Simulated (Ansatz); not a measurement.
Ga2H⁻. The state is a quintet with charge -1. Geometry r2SCAN-D4/def2-TZVPD; atoms count from 1.

```csv
atom,x (Å),y (Å),z (Å)
Ga1,0.128,0.369,0.591
Ga2,-1.492,-1.272,-0.273
H3,1.364,0.903,-0.318
```

The highest occupied level of the charge -1 quintet lies above zero (up to 1.01 eV). The electron is either unbound and held by the finite basis, or the level is raised by self-interaction error. At PBE0-D4/def2-TZVPD a triplet of charge -1 lies 1.86 eV below the quintet, each at its own geometry. The structure comes from a short search, and lower isomers may exist.

Question: Estimate the Mulliken populations from the PBE0/def2-TZVPD orbitals of Ansatz.

Answer: 
| atom | charge (e) | spin (α − β) |
| --- | --- | --- |
| Ga1 | -0.45 | 1.85 |
| Ga2 | -0.47 | 1.92 |
| H3 | -0.08 | 0.23 |
Mulliken values depend strongly on the basis. With diffuse functions, as here, like atoms can get unlike values, and bond orders can come out too low or too high.

Question: Where does the spin sit?

Answer: Summed by element: Ga 3.77, H 0.23, of 4 unpaired in all. Largest on single atoms: Ga2 1.92, Ga1 1.85, H3 0.23.

Question: And the Mayer bond orders between heavy atoms (over 0.3)?

Answer: Ga1–Ga2 1.64 (2.46 Å).
